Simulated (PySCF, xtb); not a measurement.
BH2O3, SMILES [O-]B(O)O, charge -1.

GFN2-xTB (xtb) at its own geometry gives an orbital gap of 7.75 eV.

Geometry optimised at B3LYP-D3(BJ)/def2-SVPD. The values are those of a single conformer.

### Question
What does PBE/def2-TZVPD in PySCF give? (Estimate from the structure and the level; the computed values follow.)

### Answer
gap 2.80 eV (levels 0.46 and 3.26 eV).
